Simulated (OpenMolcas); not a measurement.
## Lines of N2+: computed and rescaled rates

```
Program             : OpenMolcas 26.06
Method              : MS-CASPT2, IPEA 0.25 Eh, imaginary shift 0.1 Eh (closed shells correlated: 1s)
Basis               : ANO-RCC-VQZP [5s4p3d2f1g]
Scalar Hamiltonian  : DKH2, point nucleus
Active space        : 3 electrons in 4 orbitals (2s 2p)
State averaging     : 2S+1 = 4 odd, 1 root; 2S+1 = 2 odd, 11 roots; 2S+1 = 4 even, 3 roots; 2S+1 = 2 even, 9 roots
Spin-orbit coupling : state interaction with AMFI integrals over the reference wave functions, term energies averaged over their components
```

Rates come from the transition moments of the reference wave functions (E1 and E2 in the length form). At fixed line strength A goes as λ^-3 for E1 and M1 and as λ^-5 for E2, so a rate at the computed wavelength can be rescaled to the measured one. Measured vacuum wavelengths follow from level energies in Moore, Selected Tables of Atomic Spectra, NSRDS-NBS 3, section 5. Branching counts decays inside the model space alone, at computed energies, and the table is only a selection of the E1 lines, drawn from those between levels with measured partners whose computed energy lies within a factor of 1.5 of the measured one.

| Upper | Lower | Type | λ computed (nm) | λ measured (nm) | A computed (s-1) | A rescaled (s-1) | Branching % |
| --- | --- | --- | --- | --- | --- | --- | --- |
| 2s 2p2 4P 3/2 | 2s2 2p 2P* 3/2 | E1 | 179.1 | 175.2 | 8.71e+01 |  | 87.2 |
| 2s 2p2 4P 5/2 | 2s2 2p 2P* 3/2 | E1 | 178.8 | 175 | 3.03e+02 |  | 100.0 |
| 2s 2p2 4P 3/2 | 2s2 2p 2P* 1/2 | E1 | 178.6 | 174.7 | 1.28e+01 |  | 12.8 |
| 2p3 2D* 5/2 | 2s 2p2 2P 3/2 | E1 | 177.4 | 175.2 | 2.42e+08 | 2.51e+08 | 14.1 |
| 2p3 2D* 3/2 | 2s 2p2 2P 1/2 | E1 | 177.1 | 174.8 | 2.04e+08 | 2.12e+08 | 11.9 |
| 2p3 2P* 1/2 | 2s 2p2 2P 3/2 | E1 | 118.9 | 118.5 | 4.19e+08 | 4.23e+08 | 9.7 |
| 2p3 2P* 3/2 | 2s 2p2 2P 3/2 | E1 | 118.9 | 118.5 | 1.06e+09 | 1.07e+09 | 24.4 |
| 2p3 2P* 1/2 | 2s 2p2 2P 1/2 | E1 | 118.8 | 118.3 | 8.50e+08 | 8.61e+08 | 19.6 |
| 2s 2p2 2D 3/2 | 2s2 2p 2P* 3/2 | E1 | 99.46 | 99.15 | 1.06e+08 | 1.07e+08 | 16.4 |
| 2s 2p2 2D 5/2 | 2s2 2p 2P* 3/2 | E1 | 99.46 | 99.16 | 6.40e+08 | 6.46e+08 | 100.0 |
| 2s 2p2 2D 3/2 | 2s2 2p 2P* 1/2 | E1 | 99.3 | 98.98 | 5.38e+08 | 5.43e+08 | 83.6 |
| 2p3 2P* 1/2 | 2s 2p2 2S 1/2 | E1 | 99.2 | 100.6 | 4.29e+08 | 4.11e+08 | 9.9 |
| 2p3 2P* 3/2 | 2s 2p2 2S 1/2 | E1 | 99.2 | 100.6 | 4.42e+08 | 4.24e+08 | 10.2 |
| 2p3 2D* 3/2 | 2s 2p2 2D 3/2 | E1 | 97.15 | 97.98 | 1.32e+09 | 1.29e+09 | 77.0 |
| 2p3 2D* 5/2 | 2s 2p2 2D 5/2 | E1 | 97.15 | 97.99 | 1.37e+09 | 1.34e+09 | 80.1 |
| 2p3 4S* 3/2 | 2s 2p2 4P 5/2 | E1 | 77.16 | 77.24 | 2.81e+09 | 2.80e+09 | 49.9 |
| 2p3 4S* 3/2 | 2s 2p2 4P 3/2 | E1 | 77.11 | 77.19 | 1.88e+09 | 1.87e+09 | 33.4 |
| 2s 2p2 2S 1/2 | 2s2 2p 2P* 3/2 | E1 | 76.69 | 76.44 | 2.06e+09 | 2.08e+09 | 66.0 |
| 2s 2p2 2S 1/2 | 2s2 2p 2P* 1/2 | E1 | 76.6 | 76.33 | 1.06e+09 | 1.07e+09 | 34.0 |
| 2p3 2P* 1/2 | 2s 2p2 2D 3/2 | E1 | 76.54 | 77.3 | 2.64e+09 | 2.56e+09 | 60.8 |
| 2p3 2P* 3/2 | 2s 2p2 2D 5/2 | E1 | 76.54 | 77.29 | 2.36e+09 | 2.29e+09 | 54.5 |
| 2s 2p2 2P 1/2 | 2s2 2p 2P* 3/2 | E1 | 68.03 | 68.63 | 2.03e+09 | 1.98e+09 | 33.7 |
| 2s 2p2 2P 3/2 | 2s2 2p 2P* 3/2 | E1 | 67.97 | 68.58 | 5.02e+09 | 4.89e+09 | 83.4 |
| 2s 2p2 2P 1/2 | 2s2 2p 2P* 1/2 | E1 | 67.95 | 68.55 | 3.99e+09 | 3.89e+09 | 66.3 |
| 2s 2p2 2P 3/2 | 2s2 2p 2P* 1/2 | E1 | 67.9 | 68.5 | 1.00e+09 | 9.74e+08 | 16.6 |

Spin-changing lines and M1 lines between different terms are not rescaled, since their strength hangs on the term gaps too.

The largest correction is for 2p3 2P* 1/2 → 2s 2p2 2S 1/2 (E1): 4.29e+08 × (99.2 / 100.6)^3 = 4.11e+08 s-1, a factor of 0.96.

The computed rate and branching of 2s 2p2 2D 5/2 → 2s2 2p 2P* 3/2 give the upper level a radiative lifetime of 1.000 / 6.40e+08 s-1 = 1.56e-09 s, counting decays inside the model space alone. The rescaled rate gives about 1.5e-09 s.

The computed order of these levels differs from the measured one in 2 places, and where term gaps are wrong the rates of spin-changing lines can be off by large factors.

No measured rate stands beside these. Rescaling mends the energy factor alone: line strengths can still be far off where a level mixes with configurations outside the active space, and weak or spin-changing lines hang on small mixing coefficients that depend on the term gaps too, so rescaling need not improve them.

CASPT2 does not keep the components of a term degenerate, so their means are used; among the terms shown or strongly mixed into the levels shown the widest spread is 910 cm-1 (2p3 2D*). Measured partners are found by configuration, term and J. A level has none where our copy of the source lacks it or the pairing is in doubt (some pairs that miss far off the trend of their configuration count as doubtful). Levels of configurations outside the active space are missing.

* marks odd parity.
